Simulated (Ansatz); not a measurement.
```yaml
crystal:
  periodic: [false, false, false]
  atoms:
    - {symbol: C, position_ang: [-0.723551, 0.231950, 1.166373]}
    - {symbol: N, position_ang: [0.080429, 0.104859, 0.018670]}
    - {symbol: C, position_ang: [1.043759, 0.197233, -0.542040]}
    - {symbol: Si, position_ang: [0.002124, -0.039376, -1.519177]}
    - {symbol: F, position_ang: [-0.203727, 1.296222, -2.963180]}
    - {symbol: H, position_ang: [-1.960702, 0.638699, 1.211544]}
    - {symbol: H, position_ang: [-0.387832, 0.791338, 2.200328]}
    - {symbol: H, position_ang: [-0.661489, -0.899451, 1.903600]}
    - {symbol: H, position_ang: [2.114615, 0.621380, 0.086762]}
    - {symbol: H, position_ang: [1.384825, -1.146467, 0.246482]}
    - {symbol: H, position_ang: [-0.832565, -1.062484, -2.200975]}
basis:
  gaussian: {orbitals: aug-cc-pVTZ, fitting: {mean_field: cc-pVTZ-jkfit}, nuclear_model: gaussian, point_charges: [{charge: 1.00, position_ang: [6.960, -0.265, -0.913]}]}
hamiltonian: {xc: {name: wB97M-V}}
```

```sh
$ ansatz run in.yaml --threads 4 --pin off --events-out ev --progress --plain --max-ram 10444MiB
```

Shortened log:

```
Functional definition: wB97M-V
617 factors; integrals over basis functions are off by at most 8.4e-1 eV
617 factors; integrals over basis functions are off by at most 3.5e-3 eV
mean field evaluation 1: about -14230.4602 eV, gradient 8.2e1 eV
mean field evaluation 2: about -14224.3913 eV, gradient 9.9e1 eV
mean field evaluation 4: about -14243.4859 eV, gradient 3.8e0 eV
mean field evaluation 8: about -14243.5327 eV, gradient 3.4e-1 eV
mean field evaluation 16: about -14243.5335 eV, gradient 6.4e-4 eV
mean field -14243.53352289 eV, -523.4402023524 hartree, gradient 5.4e-5 eV, S^2 0.000000; 0 other end points of the search recorded, 0 dependent functions left out
reference -14243.53360742 eV, -523.4402054587 hartree; 24, 24 occupied and 348, 348 virtual orbitals, 617 factors
Total energy: -14243.53360742 eV, -523.4402054587 hartree
```

It took 16 s on 4 threads of an Arm Neoverse V2 on a shared host, with 1.4 GiB of host memory at the peak.
